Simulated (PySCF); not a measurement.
Point-charge models of `C=C1C(=C)C(CC=O)=C1[SiH3]` against its computed dipole.

Coordinates (GFN2-xTB, Å) and charges (e) from the PBE0/pcSseg-1 density (PySCF):

```json
{"atom": "C1", "x": "-0.724", "y": "2.347", "z": "-1.444", "Mulliken": "-0.0215", "IAO": "-0.3482", "Hirshfeld": "-0.1135", "ESP-fitted": "-0.5345"}
{"atom": "C2", "x": "-0.354", "y": "1.372", "z": "-0.635", "Mulliken": "-0.2448", "IAO": "+0.0269", "Hirshfeld": "-0.0092", "ESP-fitted": "+0.0450"}
{"atom": "C3", "x": "0.715", "y": "1.167", "z": "0.387", "Mulliken": "-0.2020", "IAO": "+0.0097", "Hirshfeld": "-0.0099", "ESP-fitted": "+0.1686"}
{"atom": "C4", "x": "1.718", "y": "1.872", "z": "0.884", "Mulliken": "+0.0031", "IAO": "-0.3353", "Hirshfeld": "-0.1023", "ESP-fitted": "-0.5626"}
{"atom": "C5", "x": "0.161", "y": "-0.181", "z": "0.585", "Mulliken": "-0.2005", "IAO": "+0.0364", "Hirshfeld": "+0.0236", "ESP-fitted": "+0.0109"}
{"atom": "C6", "x": "0.582", "y": "-1.316", "z": "1.447", "Mulliken": "-0.0992", "IAO": "-0.3349", "Hirshfeld": "-0.0748", "ESP-fitted": "-0.3143"}
{"atom": "C7", "x": "1.499", "y": "-2.180", "z": "0.616", "Mulliken": "+0.2376", "IAO": "+0.2811", "Hirshfeld": "+0.1403", "ESP-fitted": "+0.5300"}
{"atom": "O8", "x": "2.666", "y": "-2.345", "z": "0.818", "Mulliken": "-0.3333", "IAO": "-0.3709", "Hirshfeld": "-0.2174", "ESP-fitted": "-0.4510"}
{"atom": "C9", "x": "-0.814", "y": "-0.011", "z": "-0.356", "Mulliken": "-0.2649", "IAO": "-0.2875", "Hirshfeld": "-0.0946", "ESP-fitted": "-0.1447"}
{"atom": "Si10", "x": "-2.188", "y": "-1.066", "z": "-1.051", "Mulliken": "+0.5047", "IAO": "+0.5858", "Hirshfeld": "+0.3124", "ESP-fitted": "+0.3584"}
{"atom": "H11", "x": "-1.557", "y": "2.231", "z": "-2.117", "Mulliken": "+0.1153", "IAO": "+0.1549", "Hirshfeld": "+0.0474", "ESP-fitted": "+0.2187"}
{"atom": "H12", "x": "-0.206", "y": "3.291", "z": "-1.463", "Mulliken": "+0.1167", "IAO": "+0.1582", "Hirshfeld": "+0.0495", "ESP-fitted": "+0.2173"}
{"atom": "H13", "x": "2.376", "y": "1.464", "z": "1.633", "Mulliken": "+0.1199", "IAO": "+0.1599", "Hirshfeld": "+0.0514", "ESP-fitted": "+0.2276"}
{"atom": "H14", "x": "1.918", "y": "2.876", "z": "0.553", "Mulliken": "+0.1201", "IAO": "+0.1614", "Hirshfeld": "+0.0527", "ESP-fitted": "+0.2232"}
{"atom": "H15", "x": "1.109", "y": "-0.958", "z": "2.332", "Mulliken": "+0.1469", "IAO": "+0.1691", "Hirshfeld": "+0.0573", "ESP-fitted": "+0.1395"}
{"atom": "H16", "x": "-0.292", "y": "-1.908", "z": "1.729", "Mulliken": "+0.1585", "IAO": "+0.1705", "Hirshfeld": "+0.0600", "ESP-fitted": "+0.1276"}
{"atom": "H17", "x": "0.985", "y": "-2.635", "z": "-0.253", "Mulliken": "+0.0861", "IAO": "+0.0971", "Hirshfeld": "+0.0407", "ESP-fitted": "-0.0233"}
{"atom": "H18", "x": "-1.785", "y": "-1.572", "z": "-2.365", "Mulliken": "-0.0673", "IAO": "-0.1101", "Hirshfeld": "-0.0713", "ESP-fitted": "-0.0759"}
{"atom": "H19", "x": "-3.397", "y": "-0.251", "z": "-1.167", "Mulliken": "-0.0785", "IAO": "-0.1082", "Hirshfeld": "-0.0692", "ESP-fitted": "-0.0741"}
{"atom": "H20", "x": "-2.417", "y": "-2.187", "z": "-0.135", "Mulliken": "-0.0971", "IAO": "-0.1158", "Hirshfeld": "-0.0740", "ESP-fitted": "-0.0863"}
```

**Question.** Compute μ = Σ q r for each scheme (1 e·Å = 4.803 D) and compare with the dipole of the full density.

**Answer.** The full density gives (-2.17, 0.35, 0.17) D, 2.20 D in size; dipole vectors point from the negative to the positive end.

```json
{"scheme": "Mulliken", "μx": "-1.98", "μy": "0.52", "μz": "-0.03", "size (D)": "2.05", "share of the full size (%)": "93", "angle to the full dipole (°)": "8"}
{"scheme": "IAO", "μx": "-3.06", "μy": "-0.25", "μz": "-0.27", "size (D)": "3.08", "share of the full size (%)": "140", "angle to the full dipole (°)": "17"}
{"scheme": "Hirshfeld", "μx": "-1.66", "μy": "-0.03", "μz": "0.10", "size (D)": "1.67", "share of the full size (%)": "76", "angle to the full dipole (°)": "10"}
{"scheme": "ESP-fitted", "μx": "-2.19", "μy": "0.35", "μz": "0.19", "size (D)": "2.23", "share of the full size (%)": "101", "angle to the full dipole (°)": "0"}
```

**Question.** Which set comes closest?

**Answer.** Length of the difference vector: ESP-fitted 0.03 D, Mulliken 0.32 D, Hirshfeld 0.63 D, IAO 1.17 D. Closest: ESP-fitted. The schemes that divide the density aren't constrained to reproduce the dipole.

**Question.** What is left for the Hirshfeld atoms' own dipoles?

**Answer.** The Hirshfeld atoms' densities add up to the full density, so μ = Σ q r + Σ (atomic dipoles). The atomic dipoles sum to (-2.17, 0.35, 0.17) − (-1.66, -0.03, 0.10) = (-0.51, 0.38, 0.07) D, 0.63 D in size.

**Question.** With the origin at the mean of the coordinates, (0.000, 0.001, 0.000) Å, which are the largest single terms, by size, of the ESP-fitted dipole along the direction of the full one?

**Answer.** O8 +6.36, C7 -4.52, C4 +3.57, Si10 +3.27, C1 -2.50 D; all 20 atoms together +2.23 D. The single terms depend on the origin, their sum doesn't.

**Question.** Give the size of the full dipole in other units.

**Answer.** 2.20 D = 0.866 au = 0.458 e·Å = 7.34 × 10⁻³⁰ C·m.

The structure is a single GFN2-xTB conformer in the gas phase; no vibrational or solvent corrections.

Shape of the structure used: `[CH2:1]=[C:2]1[C:3](=[CH2:4])[C:5]([CH2:6][CH:7]=[O:8])=[C:9]1[SiH3:10]`: C3–C5–C6–C7 -92°, C5–C6–C7–O8 114°.
